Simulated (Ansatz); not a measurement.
C6H14GeO2Si (`C[O][GeH2][C]#C[Si](C)(C)OC`), relaxed with RKS PBE-D4/def2-SVP in the Gaussian-basis code of Ansatz from a rough embedded geometry. The force threshold is 0.03 eV/Å; the program also tests the step.

Total charge 0; spin multiplicity 1.

Start:

```xyz
24

C     1.640    2.427   -2.784
O     1.967    3.081   -1.578
Ge    2.706    1.846   -0.546
C     1.406    0.593    0.158
C     0.537   -0.104    0.501
Si   -0.788   -1.241    1.093
C     0.031   -2.594    2.135
C    -1.977   -0.320    2.197
O    -1.614   -2.031   -0.260
C    -2.187   -1.033   -1.076
H     2.458    2.052   -3.335
H     0.824    1.651   -2.601
H     1.090    3.283   -3.442
H     3.377    2.497    0.662
H     3.785    1.013   -1.347
H     0.516   -2.126    2.996
H    -0.775   -3.272    2.519
H     0.725   -3.142    1.497
H    -1.460    0.036    3.067
H    -2.419    0.591    1.587
H    -2.833   -0.944    2.436
H    -1.376   -0.315   -1.483
H    -2.970   -0.443   -0.475
H    -2.664   -1.507   -1.921
```

```csv
step,energy (eV),largest force (eV/Å),largest move (Å)
1,-74896.6157,5.935,0.000
2,-74897.6086,1.175,0.137
3,-74897.7278,0.631,0.113
4,-74897.7631,0.260,0.109
5,-74897.7696,0.106,0.080
6,-74897.7713,0.041,0.044
7,-74897.7721,0.016,0.051
8,-74897.7729,0.032,0.089
9,-74897.7733,0.032,0.043
10,-74897.7738,0.026,0.054
11,-74897.7740,0.025,0.030
```

End:

```xyz
24

C     1.333    2.334   -2.735
O     2.045    2.926   -1.664
Ge    2.849    1.846   -0.466
C     1.531    0.662    0.250
C     0.633   -0.091    0.649
Si   -0.753   -1.203    1.186
C    -0.073   -2.701    2.076
C    -1.941   -0.197    2.242
O    -1.506   -1.786   -0.205
C    -2.012   -0.957   -1.232
H     1.986    1.720   -3.402
H     0.497    1.680   -2.387
H     0.895    3.149   -3.349
H     3.393    2.806    0.611
H     3.957    1.012   -1.166
H     0.473   -2.398    2.993
H    -0.896   -3.383    2.370
H     0.627   -3.259    1.423
H    -1.426    0.195    3.143
H    -2.343    0.671    1.682
H    -2.794   -0.824    2.573
H    -1.231   -0.275   -1.645
H    -2.866   -0.327   -0.888
H    -2.378   -1.600   -2.060
```

Hardware: 4 threads of an AMD EPYC 7R13 on a shared host and a share of an NVIDIA H100 80 GB. Wall time 53 s, peak host memory 0.9 GiB.
